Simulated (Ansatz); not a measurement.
Consider the cleavage of the Si–Si bond: `FC[SiH]([SiH3])Cl` + H₂S → `FC[SiH](S)Cl` + SiH₄.

Gas-phase electronic energies from Ansatz, PBE0-D4/def2-TZVP geometries. CCSD(T)/CBS is the MP2 limit (def2-TZVPP, def2-QZVPP) plus CCSD(T) − MP2 in def2-TZVPP, frozen cores. This one scheme is used for every species. DFT in def2-TZVPP. B3LYP here is the variant with VWN-RPA as its local correlation; programs differ in this. One conformer a species, not always the lowest.

`FC[SiH]([SiH3])Cl`:

```xyz
11

F    -0.548   -1.134    1.934
C     0.567   -1.213    1.106
Si    0.727    0.404    0.130
Si   -1.204    0.869   -1.105
Cl    2.316    0.128   -1.162
H     0.443   -2.068    0.433
H     1.450   -1.394    1.727
H     1.083    1.511    1.054
H    -0.964    2.058   -1.964
H    -1.526   -0.302   -1.962
H    -2.343    1.142   -0.190
```

H₂S:

Cartesian coordinates in Å:
```
S 0.010 0.542 0.300
H 0.768 -0.563 0.352
H -0.779 0.021 -0.651
```

`FC[SiH](S)Cl`:

```xyz
9

F    -0.142   -0.428    2.300
C    -0.748   -0.243    1.068
Si    0.547    0.113   -0.256
S    -0.563    0.331   -2.056
Cl    1.884   -1.439   -0.327
H    -1.448    0.596    1.145
H    -1.321   -1.143    0.821
H     1.328    1.335    0.035
H     0.463    0.877   -2.730
```

SiH₄:

```xyz
5

Si    0.000    0.000    0.000
H    -0.550    0.848    1.087
H     1.225    0.633   -0.549
H    -1.011   -0.140   -1.078
H     0.336   -1.341    0.541
```

```csv
level,ΔE (kcal/mol),difference from CCSD(T)/CBS
PBE-D4,-12.6,1.9
r2SCAN-D4,-14.6,-0.1
PBE0-D4,-13.3,1.2
B3LYP-D4,-14.1,0.4
ωB97M-V,-15.5,-1.0
B2PLYP,-15.0,-0.5
PBE,-12.6,1.9
CCSD/def2-TZVPP,-14.2,0.3
SCS-MP2/def2-QZVPP,-16.2,-1.7
MP2/CBS(def2),-16.8,-2.3
CCSD(T)/CBS,-14.5,0
```

Largest T1 diagnostic among the species: 0.011.
